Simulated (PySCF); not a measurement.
What settings do to a single point of [Lu(H2O)3]3+

The sound run of [Lu(H2O)3]3+ (singlet in the valence; each metal's 4f electrons, 14 of them, lie in its core potential, out of spins and levels) uses PySCF 2.14.0, RKS PBE0, Lu lcecp-1-SVP with ECP60, O def2-SVP, H def2-SVP; non-relativistic Hamiltonian with scalar-relativistic core potentials where named; density fitting; no spin-orbit coupling, grid (50, 194), threshold 1e-8 Eh and 55 cycles, at the relaxed geometry:

```xyz
10

Lu    0.0000    0.0000    0.0000
O     2.1871    0.0000    0.0000
H     2.8040   -0.7227    0.2766
H     2.8040    0.7227   -0.2766
O    -1.0936    1.8941    0.0000
H    -0.7761    2.7897    0.2766
H    -2.0278    2.0670   -0.2766
O    -1.0936   -1.8941    0.0000
H    -2.0279   -2.0670    0.2766
H    -0.7762   -2.7897   -0.2766
```

There Lu1 has a Mulliken charge of 1.90 e and the dipole about the centre of mass is 0.00 D. Each run below changes one thing and starts from free metal ions and neutral atoms unless it says otherwise; with 55 cycles, smearing, a level shift and second-order steps follow where DIIS fails, and their cycles count. Energy shifts count from the sound run. On f atoms grids over 110 angular points are at least (60, 302).

| change | outcome | cycles | energy shift (eV) | largest force component (eV/Å) | charge on Lu1 (e) | dipole about the centre of mass (D) |
| --- | --- | --- | --- | --- | --- | --- |
| threshold 1e-05 | converged | 7 | 0.0000 | 0.01 | 1.90 | 0.00 |
| grid (99, 590) | converged | 9 | -0.0002 | 0.00 | 1.90 | 0.00 |

(1) One further run converged with energy shift (eV) 0.51, largest force component (eV/Å) 1.88, charge on Lu1 (e) 1.96, dipole about the centre of mass (D) 0.00. Which change was it?
A. all coordinates × 1.05
B. H4 put 0.5 Å from Lu1, limit 95 cycles
C. start from a density of up to 30 smeared cycles (not counted)

(2) And the other changes listed?

Unsound on purpose, so not properties of the compound: H4 put 0.5 Å from Lu1, limit 95 cycles.

Forces carry noise of the integration grid, about 0.01 to 0.03 eV/Å.

A frequency check found unstable modes (1, the lowest at -21 cm⁻¹), so the relaxed geometry is a saddle point, or these are noise. An lcecp potential fixes the number of 4f electrons, so in runs with it no electron can move into or out of that shell.

Answers

(1) A.

(2) 
```tsv
change	outcome	cycles	energy shift (eV)	largest force component (eV/Å)	charge on Lu1 (e)	dipole about the centre of mass (D)
start from a density of up to 30 smeared cycles (not counted)	converged	5	0.0000	0.01	1.90	0.00
H4 put 0.5 Å from Lu1, limit 95 cycles	converged	16	116.44	525.47	2.82	5.86
```
